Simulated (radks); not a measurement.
Q: These are the eigenvalues of the occupied orbitals of an atom or ion with whole-number occupations (eV). All-electron calculation, Dirac Kohn-Sham, PBEsol, spin-unpolarised, spherical densities, point nucleus. Program: a radial shooting solver on a logarithmic mesh with Libxc functionals.

| orbital | eigenvalue |
|---|---|
| 1s1/2 | -20837.33 |
| 2s1/2 | -4927.050 |

Which element is it, and in what charge state? The configuration may be excited. Open shells, if any, fill j = l - 1/2 first.

A: Z = 40, zirconium, charge +36: Zr36+ in [He] 2s2. The 1s level, -765.76 hartree, gives Z - s = 39.1 by -(Z - s)^2/2, which with screening and relativity narrows Z to a few neighbours, and the depths must fix Z and the occupations together.
